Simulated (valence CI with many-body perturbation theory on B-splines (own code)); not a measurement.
Forbidden lines of Ce X

Calculated by relativistic CI+MBPT: three valence electrons over a frozen Dirac-Fock core [Kr] 4d10, a basis of 7 s, 7 p, 7 d, 7 f, 4 g, 2 h functions for each j, with the one-electron correlation potential Σ1, the two-electron term Σ2, the three-electron term Σ3, Breit, model QED; selected CI, second order for the rest, scaled by the run's own slope (own B-spline code, finite nucleus).

No measured levels were compared; by estimate levels hold to about 250 cm⁻¹ or 0.2 % of their energy and the worst to 1 %, as in measured heavy ions of charge 2 to 7; those with d or f electrons hold less well.

Lines 1 to 30 of 30 in falling wavelength, among levels below 491510 cm⁻¹, chosen from the decays that carry over 1 % of a level's rate. Wavelengths and rates use the calculated energies, so an error of 400 cm⁻¹ moves a line at 9047 Å by 3.6 % and its rate by three times that or more. Electric multipoles are in the length gauge, E1 and E2 with the static RPA response of the core. Weak lines are less certain than strong ones. Lines between different terms over intervals too small for the method are left out, as are lines whose strength nearly cancels. Branching is blank where the lifetime is uncertain.

Names give the largest LS component (configuration and term), which can be under half, so a name can repeat, a term be missing and a line seem to break the LS rules; names also repeat where a configuration has a term twice. Letters in brackets count levels of one name in rising energy.

| λ vac (Å) | Upper | Lower | Type | A (s⁻¹) | Branch % |
| --- | --- | --- | --- | --- | --- |
| 38620 | 4f 5s2 2F°_7/2 | 4f 5s2 2F°_5/2 | M1 | 2.02e-01 | 40.6 |
| 35480 | 4f2 5s 2H_11/2 | 4f2 5s 2H_9/2 | M1 | 2.31e-01 |  |
| 9047 | 4f2 5s 2H_11/2 | 4f2 5s 4H_13/2 | M1 | 2.57e-01 |  |
| 4080 | 4f 5s2 2F°_7/2 | 5s2 5p 2P°_3/2 | E2 | 2.94e-01 | 59.4 |
| 3725 | 4f 5s 5p 4G_11/2 | 4f 5s 5p 4F_9/2 | M1 | 2.18e+02 | 97.4 |
| 2991 | 5s2 5p 2P°_3/2 | 5s2 5p 2P°_1/2 | M1 | 3.36e+02 | 98.5 |
| 2991 | 5s2 5p 2P°_3/2 | 5s2 5p 2P°_1/2 | E2 | 4.99e+00 | 1.5 |
| 2403 | 4f2 5s 4H_11/2 | 4f 5s 5p 4G_11/2 | E2 | 7.93e-01 |  |
| 2343 | 4f2 5s 2H_11/2 | 4f 5s 5p 2G_9/2 [a] | E2 | 1.21e+00 |  |
| 2320 | 4f2 5s 4H_13/2 | 4f 5s 5p 4G_11/2 | E2 | 5.72e+00 | 17.5 |
| 2211 | 4f2 5s 4H_11/2 | 4f 5s 5p 4F_7/2 [b] | E2 | 4.35e+00 |  |
| 2194 | 4f2 5s 4H_11/2 | 4f 5s 5p 4G_9/2 | E2 | 1.38e+00 |  |
| 2124 | 4f2 5s 4H_13/2 | 4f 5s 5p 4G_9/2 | E2 | 7.25e+00 | 22.2 |
| 1957 | 4f2 5s 2H_11/2 | 4f 5s 5p 2F_7/2 [b] | E2 | 9.57e-01 |  |
| 1807 | 4f 5s2 2F°_5/2 | 5s2 5p 2P°_1/2 | E2 | 1.31e+01 | 99.7 |
| 1737 | 4f2 5s 2I_13/2 | 4f 5s 5p 2G_9/2 [a] | E2 | 3.89e+01 |  |
| 1687 | 4f2 5s 4H_11/2 | 4f 5s 5p 2G_7/2 [a] | E2 | 4.55e+00 |  |
| 1514 | 4f2 5s 2I_11/2 | 4f 5s 5p 2F_7/2 [b] | E2 | 2.17e+01 |  |
| 1461 | 4f2 5s 4H_11/2 | 4f 5s 5p 4F_9/2 | E2 | 3.84e+01 |  |
| 1430 | 4f2 5s 4H_13/2 | 4f 5s 5p 4F_9/2 | E2 | 1.96e+01 | 59.9 |
| 1430 | 4f2 5s 4H_11/2 | 4f 5s 5p 2F_7/2 [a] | E2 | 5.67e+00 |  |
| 1393 | 4f2 5s 2H_11/2 | 4f 5s 5p 2G_7/2 [a] | E2 | 6.17e+00 |  |
| 1375 | 4f2 5s 2I_11/2 | 4f 5s 5p 4F_7/2 [b] | E2 | 8.86e+00 |  |
| 1341 | 4f2 5s 4H_11/2 | 4f 5s 5p 4F_7/2 [a] | E2 | 1.54e+01 |  |
| 1212 | 4f2 5s 2H_11/2 | 4f 5s 5p 2F_7/2 [a] | E2 | 4.44e+00 |  |
| 1153 | 4f2 5s 2I_11/2 | 4f 5s 5p 2G_7/2 [a] | E2 | 9.51e+01 |  |
| 1148 | 4f2 5s 2H_11/2 | 4f 5s 5p 4F_7/2 [a] | E2 | 4.66e-01 |  |
| 1043 | 4f2 5s 2I_13/2 | 4f 5s 5p 4F_9/2 | E2 | 4.94e+01 |  |
| 1026 | 4f2 5s 2I_11/2 | 4f 5s 5p 2F_7/2 [a] | E2 | 9.13e+00 |  |
| 980.2 | 4f2 5s 2I_11/2 | 4f 5s 5p 4F_7/2 [a] | E2 | 2.15e+01 |  |
